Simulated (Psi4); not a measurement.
Donor–acceptor adduct: AlH3 (SMILES [AlH3]) (first 4 atoms) with H2O (SMILES O); geometry from B3LYP-D3(BJ)/def2-TZVP, rigid monomers moved along the line of their centres of mass till Al1···O5 is 2.35 Å.
(charge 0, multiplicity 1):
| atom | x (Å) | y (Å) | z (Å) |
|---|---|---|---|
| Al | -0.0213 | 0.2183 | 0.3257 |
| H | 0.6033 | -0.9348 | -0.5657 |
| H | -1.6083 | 0.3857 | 0.3374 |
| H | 0.8687 | 1.5100 | 0.6192 |
| O | 0.1284 | -0.6563 | 2.5027 |
| H | -0.7367 | -0.7579 | 2.9203 |
| H | 0.6765 | -0.1117 | 3.0823 |

Computed with SAPT0/jun-cc-pV(D+d)Z (Psi4 1.11).

Task: Which attractive term is largest, and how does the interaction split up?

Result: electrostatics -1034.4, exchange 662.4, induction -367.2, dispersion -110.9, total -850.0 meV; the largest attraction is electrostatics.
